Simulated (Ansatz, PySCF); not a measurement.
Process, species as SMILES: O=[Si](F)F + H+ -> [OH+]=[Si](F)F
Geometries: B3LYP-D3(BJ)/def2-TZVP minima from Ansatz (a first-principles code).

Quantity: proton affinity (0 K, with B3LYP-D3(BJ) harmonic zero-point energies from PySCF), positive where the reaction releases energy, in kJ/mol. Correlated levels leave the core frozen unless marked. Spin-orbit coupling is left out. Non-relativistic unless marked X2C. CBS(X,Y): correlation extrapolated as X^-3; Hartree-Fock from the larger set. The bracket is a focal-point correction in the basis named.

```csv
level,program,proton affinity (kJ/mol),minus last row
HF/6-31G,Ansatz,739.0,-26.6
HF/cc-pV(D+d)Z,Ansatz,782.8,17.2
HF-D4/def2-TZVPD,PySCF + dftd4,804.8,39.2
r2SCAN-D4/def2-TZVPD,Ansatz + dftd4,763.1,-2.5
PBE0-D4/def2-TZVPD,Ansatz + dftd4,767.0,1.4
BHLYP-D3(BJ)/def2-TZVPD,Ansatz + dftd3,779.1,13.5
CAM-B3LYP-D3(BJ)/def2-TZVPD,Ansatz + dftd3,759.1,-6.5
wB97M-V/def2-TZVPD,Ansatz,756.9,-8.7
B2PLYP/def2-TZVPD,Ansatz,754.4,-11.2
PBE-QIDH/def2-TZVPD,Ansatz,768.4,2.8
RPA@PBE/cc-pV(T+d)Z,Ansatz,785.9,20.3
MP2/STO-3G,Ansatz,1105.9,340.3
MP2/cc-pVTZ,Ansatz,766.8,1.2
MP2/cc-pwCVTZ,Ansatz,766.5,0.9
CCSD/STO-3G,Ansatz,1124.7,359.1
CCSD/6-31G*,Ansatz,757.0,-8.6
CCSD(T)/6-31G,Ansatz,705.5,-60.1
CCSD(T)/cc-pV(T+d)Z,Ansatz,777.0,11.4
CCSD(T)/cc-pVTZ,Ansatz,776.8,11.2
X2C-CCSD(T)/cc-pVTZ-DK,Ansatz,776.0,10.4
"RI-MP2/CBS(cc-pV(T+d)Z,cc-pV(Q+d)Z)+[CCSD(T)-MP2]/cc-pV(T+d)Z",Ansatz,765.6,0.0
```
